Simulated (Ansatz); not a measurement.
`[F][Y]([F])[Cl]` + `O[Si](F)(Cl)Br` → `[OH][Y]([F])[Cl]` + `F[Si](F)(Cl)Br`  (redistribution)

Computed with Ansatz on PBE0-D4/def2-TZVP structures; ΔE is electronic, products minus reactants. CCSD(T)/CBS is the MP2 limit (def2-TZVPP, def2-QZVPP) plus CCSD(T) − MP2 in def2-TZVPP, frozen cores. DFT in def2-TZVPP. B3LYP here is the variant with VWN-RPA as its local correlation; programs differ in this. Elements past krypton have def2 core potentials. For Br, Y outer-core shells are correlated without core-valence functions, which leaves a few kJ/mol of doubt a bond. Scalar relativity is left out up to krypton. One conformer a species, not always the lowest.

```csv
level,ΔE (kJ/mol),difference from CCSD(T)/CBS
PBE-D4,22.6,7.1
B97M-V,18.5,3.0
B3LYP-D4,19.2,3.7
r2SCANh-D4,18.9,3.4
ωB97X-V,19.7,4.2
ωB97M-V,17.7,2.2
PBE,21.3,5.8
revPBE,22.0,6.5
PBE0,19.8,4.3
B3LYP,17.2,1.7
RPA@PBE/def2-TZVPP,9.3,-6.2
MP2/def2-SVP,18.7,3.2
CCSD(T)/def2-SVP,18.7,3.2
CCSD/def2-TZVPP,10.6,-4.9
HF/CBS(def2),16.1,0.6
MP2/CBS(def2),14.8,-0.7
CCSD(T)/CBS,15.5,0
```

(1) What do rigid-rotor, harmonic-oscillator terms from PBE0-D4/def2-TZVP frequencies (298.15 K, 1 bar) make of the CCSD(T)/CBS value? (Best estimate.)

Largest T1 diagnostic among the species: 0.014.

## Answers

(1) Ansatz gave: ΔZPE = -0.6 kJ/mol, ΔH = +14.8 kJ/mol, ΔS = 3 J/(mol·K), ΔG = +14.1 kJ/mol. Modes under 50 cm⁻¹ make the entropy rough.

Leaving LDA and LC-ωPBE aside and taking each functional with its dispersion term where it has one, the values, not all of them listed here, spread over 10.8 kJ/mol, from B2PLYP to revPBE-D4. At CCSD(T), def2-SVP lies +3.2 kJ/mol from the extrapolated value and def2-TZVPP −4.4 kJ/mol.
